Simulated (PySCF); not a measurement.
**Ionisation energy of Ba³⁵⁺ by level of theory**

Ba³⁵⁺ [Ar] 3d3 [3d3/2^3, M_J = 3/2] → Ba³⁶⁺ [Ar] 3d2 [3d3/2^2, M_J = 2], as a difference of total energies. All numbers are calculated (PySCF 2.14, the two-component X2C-1e Hamiltonian, in an uncontracted even-tempered set (16 s from 6.6 bohr⁻², ratio 2.8; 12 p from 8.6 bohr⁻², ratio 2.8; 8 d from 8.6 bohr⁻², ratio 2.8; 3 f from 28 bohr⁻², ratio 3)). Correlated levels: [Ne] frozen; the 74 highest virtual spinors dropped. "Screened" scales the spin-orbit matrix elements by Boettger's factors to mimic the two-electron term; Breit and QED terms are absent.

```
                    method  ionisation energy (eV)
           GHF (spin-free)                  2345.9
          GMP2 (spin-free)                  2345.8
 GHF (screened spin-orbit)                  2349.2
GMP2 (screened spin-orbit)                  2349.8
```

Breit and QED terms and the two-electron picture change are absent.

The spin-free rows relax to the high-spin LS determinant and lack the spin-orbit shift.

The labels give the starting determinants; with spin-orbit coupling the two ends relaxed to ⟨J²⟩ = 4.01, ⟨L²⟩ = 8.93, ⟨S²⟩ = 2.42 and ⟨J²⟩ = 6.06, ⟨L²⟩ = 10.46, ⟨S²⟩ = 1.57.

For comparison: 2349 ± 5 eV (theoretical estimate listed by NIST; NIST Atomic Spectra Database, ionization energies).
